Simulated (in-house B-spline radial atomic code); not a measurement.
Settings and results of a run for Pb. Computed with an all-electron radial atomic-structure program (B-spline basis): scalar-relativistic (X2C) TPSSh, spin-polarised, spherical fractional occupations, exact exchange averaged over the configuration, Fermi nucleus of rms radius 5.5012 fm.

Command:
```bash
python run_scf.py task.json out
```
Settings (nuclear radius in fm, mass in u):
```
Z                82
configuration    [Xe] 4f14 5d10 6s2 6p2
hamiltonian      x2c
method           tpssh
spin_polarised   True
nucleus          fermi
rms_radius       5.5012
atomic_mass      207.97665
speed_of_light   137.035999084
exact_exchange   averaged over the configuration
```

Output (hartree, bohr):
```
 radial grid: 77 intervals, B-splines of order 8, outer radius 50 bohr

 iter        energy (Eh)    residual
    1      -20885.388811    1.39e-01
    2      -20885.395542    2.22e-03
    3      -20885.395565    8.12e-04
    4      -20885.395567    3.61e-04
    5      -20885.395567    4.86e-05
    6      -20885.395567    1.49e-05
    7      -20885.395567    6.42e-06
    8      -20885.395567    1.22e-06
    9      -20885.395567    3.69e-07

 total energy                    -20885.39557
 kinetic                           24314.2379
 electron-nucleus                 -52885.1945
 Hartree                            8079.8465
 exact exchange                      -38.8872
 exchange-correlation               -355.3983

 orbital      occ     eigenvalue          <r>       <r^2>       <1/r>       r_max
 1s up      1.000     -3229.4097    0.0151831 0.000327085     113.522    0.008834
 1s down    1.000     -3229.4088    0.0151831 0.000327085     113.522    0.008834
 2s up      1.000      -578.0495    0.0666926  0.00533414      26.772     0.05694
 2s down    1.000      -578.0494    0.0666926  0.00533414      26.772     0.05694
 2p up      3.000      -498.3919    0.0607486   0.0045317     21.2922     0.04688
 2p down    3.000      -498.3915    0.0607486  0.00453171     21.2922     0.04688
 3s up      1.000      -139.1209     0.173869   0.0347301     9.58139      0.1612
 3s down    1.000      -139.1206     0.173869   0.0347301     9.58137      0.1612
 3p up      3.000      -116.0882     0.175447    0.035816     8.14159      0.1608
 3p down    3.000      -116.0877     0.175448   0.0358161     8.14157      0.1608
 3d up      5.000       -91.3868     0.159899   0.0299319     7.49686      0.1313
 3d down    5.000       -91.3865     0.159899   0.0299319     7.49686      0.1313
 4s up      1.000       -31.6877     0.384255    0.166778     3.99602      0.3629
 4s down    1.000       -31.6871     0.384255    0.166778     3.99598      0.3629
 4p up      3.000       -24.0752     0.408688    0.189935     3.46293      0.3817
 4p down    3.000       -24.0744     0.408686    0.189932     3.46292      0.3818
 4d up      5.000       -14.9182      0.43106    0.214529     3.07581      0.3888
 4d down    5.000       -14.9175     0.431045    0.214513     3.07589      0.3888
 5s up      1.000        -5.3741     0.857423     0.82388     1.63083       0.792
 5s down    1.000        -5.3717     0.857555    0.824089     1.63046      0.7921
 5p up      3.000        -3.2508     0.977222      1.0776     1.37131      0.8813
 5p down    3.000        -3.2488     0.976907     1.07647     1.37133      0.8815
 4f up      7.000        -4.9642      0.45409    0.246925     2.67362      0.3503
 4f down    7.000        -4.9633     0.454063    0.246895     2.67374      0.3503
 5d up      5.000        -0.8101      1.31065     2.00773     1.00534       1.071
 5d down    5.000        -0.8025      1.29816     1.96168     1.01245       1.069
 6s up      1.000        -0.4752        2.347     6.25693    0.549038       1.993
 6s down    1.000        -0.4230      2.31721     6.12066    0.559804       1.963
 6p up      2.000        -0.1579      3.28397     12.5057    0.384452       2.652
```

Time taken, with all properties: 1.8 s on 1 thread of Arm Neoverse N1 (shared host).

One-electron X2C: radii and densities carry no picture-change correction, so inner-shell <1/r> comes out high (for 1s by about 2 % at Z = 33, 5 % at 54, 10 % at 75, 30 % at 118) and <r> low.
